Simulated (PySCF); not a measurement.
# One molecule, several mistakes: AlBCH6N

Calculated results; nothing here was measured. The program is PySCF 2.14.0, an open-source quantum chemistry code, run on an isolated molecule that a program drew, which may never have been made. The molecule is AlBCH6N (charge 0, doublet), drawn as the SMILES string `[CH3][Al][BH]N`.

Each row is a Hartree-Fock (HF) and frozen-core CCSD(T) single point in the cc-pV(D+d)Z basis, meant for a local HF minimum. Run 1 is clean. Each other run has one planted mistake out of seven kinds, and not every kind appears here: one electron removed, one electron added, multiplicity raised by two, geometry at a saddle point, minimal basis STO-3G, one bond length entered in bohr, all coordinates scaled. The reference is restricted for singlets and unrestricted otherwise, and also for a bond in bohr. Adding or removing an electron swaps singlet and doublet. Electrons count all cores. HOMO and LUMO are orbital energies over both spins, the gradient is its largest component, and the lowest frequency (negative if imaginary) is given only where the gradient is small. Bond lengths are over the 9 bonds as drawn. T1 is the CCSD diagnostic: over 0.02 (restricted) or 0.045 (unrestricted) a single reference is doubtful.

Geometry of the clean run:
```xyz
10
AlBCH6N, angstrom
C     0.0971   -2.0421    2.0623
Al   -0.8671   -0.9373    0.7204
B     0.0917    0.7558   -0.2490
N    -0.1945    2.0997   -0.0100
H     1.0526   -2.3941    1.6515
H     0.3423   -1.4361    2.9450
H    -0.4624   -2.9168    2.4055
H     0.9157    0.5439   -1.1118
H     0.2506    2.8436   -0.5090
H    -0.8622    2.4242    0.6575
```

| run | electrons | basis functions | <S^2> | HOMO (eV) | LUMO (eV) | gradient (hartree/bohr) | lowest frequency (cm^-1) | mean bond (Å) | longest bond (Å) | T1 | HF (hartree) | CCSD(T) (hartree) | mistake |
|---|---|---|---|---|---|---|---|---|---|---|---|---|---|
| 1 | 37 | 95 | 0.764 | -6.96 | 1.28 | 3.1e-05 | 48 | 1.3396 | 2.174 | 0.0165 | -362.41650 | -362.92950 | no fault |
| 2 | 36 | 95 | 0.000 | -15.04 | -5.48 | 4.0e-02 | - | 1.3396 | 2.174 | 0.0176 | -362.18769 | -362.69853 | one electron removed |
| 3 | 38 | 95 | 0.000 | 0.35 | 6.63 | 3.6e-02 | - | 1.3396 | 2.174 | 0.0162 | -362.37522 | -362.92098 | one electron added |
| 4 | 37 | 30 | 0.761 | -3.60 | 7.94 | 3.9e-02 | - | 1.3396 | 2.174 | 0.0176 | -357.99500 | -358.20588 | ? |
| 5 | 37 | 95 | 0.763 | -6.50 | 1.59 | 1.1e-01 | - | 1.2070 | 1.959 | 0.0144 | -362.31125 | -362.81046 | ? |

**Which mistake was planted in run 4, and what did it cost?**

It has 30 basis functions where the clean run has 95, with the same electrons and geometry. So the mistake is: minimal basis STO-3G. Subtracting run 1 and multiplying by 627.51 kcal/mol a hartree, the energy moved by 2774.5 kcal/mol in HF and 2964.1 kcal/mol in CCSD(T).

**Which mistake was planted in run 5, and what did it cost?**

The mean and the longest bond both change by the same factor, 0.901, and the gradient is no longer small. So the mistake is: all coordinates scaled. Subtracting run 1 and multiplying by 627.51 kcal/mol a hartree, the energy moved by 66.0 kcal/mol in HF and 74.7 kcal/mol in CCSD(T).

Cautions from the logs. Run 3: the HOMO is above zero, so the electron isn't bound and the energy depends on the basis.
